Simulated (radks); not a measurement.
Values are calculated unless marked as measured or tabulated.
Ge15+, configuration [Ne] 3s2 3p5. Level of theory: scalar-relativistic Kohn-Sham, r2SCAN, spin-unpolarised, spherical densities, finite nucleus; meta-GGA in the generalised Kohn-Sham scheme; Fermi nuclear charge, rms radius 4.0742 fm (a radial shooting solver on a logarithmic mesh with Libxc functionals).

Radial electron density D(r) = 4 pi r^2 rho(r):

| r (bohr) | D(r) (e/bohr) |
|---|---|
| 0.004743 | 5.308 |
| 0.006029 | 7.797 |
| 0.007726 | 11.33 |
| 0.009822 | 15.81 |
| 0.01259 | 21.47 |
| 0.016 | 27.57 |
| 0.0205 | 33.64 |
| 0.02628 | 38.09 |
| 0.0334 | 39.55 |
| 0.0428 | 37.70 |
| 0.05441 | 34.15 |
| 0.06973 | 32.24 |
| 0.08864 | 35.15 |
| 0.1136 | 41.96 |
| 0.1456 | 45.64 |
| 0.1851 | 39.61 |
| 0.2371 | 25.69 |
| 0.3015 | 15.58 |
| 0.3863 | 15.01 |
| 0.4911 | 16.80 |
| 0.6293 | 12.37 |
| 0.8064 | 4.964 |
| 1.025 | 1.032 |
| 1.314 | 0.08625 |
| 1.67 | 0.002820 |

D(r) has 3 maxima, at r = 0.0329, 0.143, 0.479 bohr, and minima at 0.0686, 0.343 bohr, inside which lie 2.07, 10.41 electrons.
